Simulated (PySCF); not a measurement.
Ti(Cl)3(SH) (Cl3HSTi), SMILES [SH][Ti]([Cl])([Cl])[Cl], multiplicity 1. Atoms are numbered in the order given.

```xyz
6

Ti    -0.0580     0.0079     0.0000
Cl    -0.3087     1.2449    -1.7756
Cl    -0.3087     1.2449     1.7756
Cl    -1.3693    -1.7159     0.0000
S      2.0311    -0.8579     0.0000
H      2.5548     0.3966     0.0000
```

Geometry optimised at B3LYP-D3(BJ)/def2-SVP. The spin state was assumed, not searched. The structure was generated by enumeration; whether it is a known compound was not checked. One conformer was computed; it need not be the lowest.

These are PBE/def2-TZVP (PySCF) values and carry that method's errors.

ESP charges are fitted to the potential on shells at 1.4 to 2.0 van der Waals radii. Atomic charges (e):

```csv
atom,meta-Löwdin,ESP fit
Ti1,0.99,0.22
Cl2,-0.28,-0.10
Cl3,-0.28,-0.10
Cl4,-0.26,-0.03
S5,-0.29,-0.19
H6,0.13,0.19
```
